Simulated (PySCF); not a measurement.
CuCl, SMILES [Cu][Cl], multiplicity 1. Atoms are numbered in the order given.

```xyz
2

Cu     0.0000     0.0000    -0.7675
Cl     0.0000     0.0000     1.3092
```
Charge 0, spin multiplicity 1.

Geometry: PBE0-D3(BJ)/def2-TZVPD. The multiplicity is an assumed one; other spin states were not compared.

Computed with M06-2X/def2-TZVPD (PySCF).

Gas-phase values at a fixed geometry.

### Question
Estimate the frontier levels, gap, dipole moment and polarisability. (The exact figures need the calculation; the answer reports its results.)

### Answer

```
Item                                                                                                            Value
---------------------------------------------------------------------------------------------  ----------------------
highest occupied level                                                                                       -8.96 eV
lowest empty level                                                                                           -2.48 eV
orbital gap                                                                                                   6.48 eV
dipole moment                                                                                                  5.55 D
quadrupole, principal values (traceless, Buckingham form, about the centre of nuclear charge)  -0.84, -0.84, 1.67 D·Å
mean static polarisability                                                                       34.3 bohr³ (5.09 Å³)
polarisability, principal values                                                               30.0, 30.0, 43.1 bohr³
```
